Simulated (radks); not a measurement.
Task: Radial electron density D(r) = 4 pi r^2 rho(r) of an atom or ion with 42.5 electrons. Calculated with a radial shooting solver on a logarithmic mesh with Libxc functionals: scalar-relativistic Kohn-Sham, BLYP, spin-polarised, spherical densities, point nucleus.

r (bohr)  D(r) (e/bohr)   spin D(r)
0.002481          5.182  -0.0000507
0.00323           7.974  -0.0000778
0.00424           12.17   -0.000118
0.005521          17.85   -0.000173
0.00719           25.30   -0.000243
0.009362          34.28   -0.000328
0.01229           44.15   -0.000420
0.016             52.43   -0.000501
0.02083           57.00   -0.000560
0.02735           56.21   -0.000573
0.03561           51.67   -0.000400
0.04637           48.99    0.000692
0.06086           54.39     0.00565
0.07925           65.97      0.0216
0.1032            71.89      0.0619
0.1344            62.91       0.139
0.1764            48.79       0.245
0.2297            49.05       0.306
0.2991            56.54       0.235
0.3925            47.27      0.0517
0.5111            25.65      0.0189
0.6656            14.79       0.378
0.8736            15.46       0.990
1.138             13.43        1.25
1.481             7.494       0.975
1.929             2.893       0.490
2.532            0.7755       0.148
3.297            0.1422      0.0260
4.293           0.01368     0.00212

What is the nuclear charge?

Result: Z = 45. The innermost maximum, from 1s, lies near gamma/Z bohr with gamma = sqrt(1 - (Z/c)^2) = 0.945, here 0.021 bohr (found: 0.0229), and its height grows with Z. The density is that of the rhodium ion Rh2.5+ in [Kr] 4d(up 4, down 2.5); the configuration itself is not fixed sharply by these data, and Z only to a few units. D(r) has 4 maxima, at r = 0.0229, 0.101, 0.309, 0.917 bohr, and minima at 0.0456, 0.199, 0.715 bohr, inside which lie 2.02, 11.09, 29.13 electrons.
